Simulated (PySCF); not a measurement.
C₃H₄F₂Si, SMILES FC([SiH3])(F)C#C.

Coordinates come from a PBE0-D3(BJ)/def2-SVP optimisation. The structure was generated by enumeration, and PubChem lists no compound with its InChIKey, so it may never have been made.

The numbers are results of TDDFT-CAM-B3LYP/def2-SVPD run with PySCF 2.14.0, not measurements.

Vertical excitations. Gas-phase values at a fixed geometry. State labels are in the subgroup Cs.

Computed UV-visible absorptions:
```tsv
state	symmetry	energy (eV)	λ (nm)	f	main pairs
S1	A"	6.11	203	0.001	HOMO→LUMO+1 80 %
S2	A'	6.46	192	0.012	HOMO→LUMO 42 %, HOMO−1→LUMO+1 41 %
S3	A"	6.56	189	0.002	HOMO−1→LUMO 69 %
S4	A'	7.75	160	0.116	HOMO→LUMO 39 %, HOMO−2→LUMO 22 %, HOMO→LUMO+2 14 %, HOMO−1→LUMO+1 10 %
S5	A"	7.91	157	0.004	HOMO−2→LUMO+1 79 %
S6	A'	8.13	152	0.134	HOMO→LUMO+2 36 %, HOMO−2→LUMO 28 %, HOMO→LUMO+3 22 %
S7	A"	8.40	148	0.032	HOMO−1→LUMO+2 49 %, HOMO−1→LUMO+3 27 %, HOMO−1→LUMO 11 %
S8	A'	8.68	143	0.158	HOMO→LUMO+3 38 %, HOMO→LUMO+2 32 %, HOMO→LUMO+4 9 %
S9	A'	8.77	141	0.020	HOMO−4→LUMO 28 %, HOMO−2→LUMO 24 %, HOMO−2→LUMO+3 11 %, HOMO→LUMO+6 8 %
S10	A'	8.78	141	0.018	HOMO→LUMO+4 70 %, HOMO−2→LUMO+2 12 %
T1	A'	5.10	243	0	HOMO−1→LUMO+1 42 %, HOMO→LUMO 30 %
T2	A"	5.54	224	0	HOMO→LUMO+1 63 %, HOMO−1→LUMO 16 %
T3	A'	5.58	222	0	HOMO−1→LUMO+1 45 %, HOMO→LUMO 32 %
T4	A"	6.26	198	0	HOMO−1→LUMO 54 %, HOMO→LUMO+1 24 %, HOMO−1→LUMO+3 9 %
```
Triplets are in the Tamm–Dancoff approximation, which puts them higher than full response would, so one can lie above its singlet here.
